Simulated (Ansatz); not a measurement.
`B[SiH](F)Cl`, 7 atoms. Charge 0, multiplicity 1. All runs use 2 threads of an Arm Neoverse V2 on a shared host. Correlated methods freeze the cores.

(1) How many basis functions does each run have, and how long does it take in Ansatz? RKS PBE0-D4/def2-QZVPP energy; RKS ωB97M-V/def2-QZVPP energy; RKS ωB97M-V/def2-SVP energy; direct RPA on PBE orbitals/def2-TZVPP energy; RKS revPBE-D4/def2-TZVPP energy; RHF-CCSD(T)/def2-SVP energy; RKS PBE0-D4/def2-TZVP relaxation (14 steps); RKS BHLYP-D4/def2-TZVPP energy; RKS PBE0-D4/def2-SVP energy; RKS r2SCAN-D4/def2-TZVPP energy and forces; RKS PBE0-D4/def2-TZVP frequencies; RHF-CCSD(T)/def2-TZVPP energy. (Estimate.)

Results:

(1) Computed: Other jobs shared the machine, so times are rough.

| level | job | functions | wall time | peak host memory (GiB) |
| --- | --- | --- | --- | --- |
| RKS PBE0-D4/def2-SVP | energy | 79 | 0.95 s | 0.37 |
| RHF-CCSD(T)/def2-SVP | energy | 79 | 1.6 s | 0.37 |
| RKS revPBE-D4/def2-TZVPP | energy | 188 | 1.6 s | 0.21 |
| RKS BHLYP-D4/def2-TZVPP | energy | 188 | 2.4 s | 0.38 |
| direct RPA on PBE orbitals/def2-TZVPP | energy | 188 | 3.4 s | 0.37 |
| RKS r2SCAN-D4/def2-TZVPP | energy and forces | 188 | 4 s | 0.23 |
| RKS ωB97M-V/def2-SVP | energy | 79 | 4.2 s | 0.37 |
| RKS PBE0-D4/def2-QZVPP | energy | 344 | 5.5 s | 0.91 |
| RKS ωB97M-V/def2-QZVPP | energy | 344 | 14 s | 1.1 |
| RKS PBE0-D4/def2-TZVP | relaxation (14 steps) | 154 | 37 s | 0.32 |
| RHF-CCSD(T)/def2-TZVPP | energy | 188 | 38 s | 1.9 |
| RKS PBE0-D4/def2-TZVP | frequencies | 154 | 67 s | 0.37 |
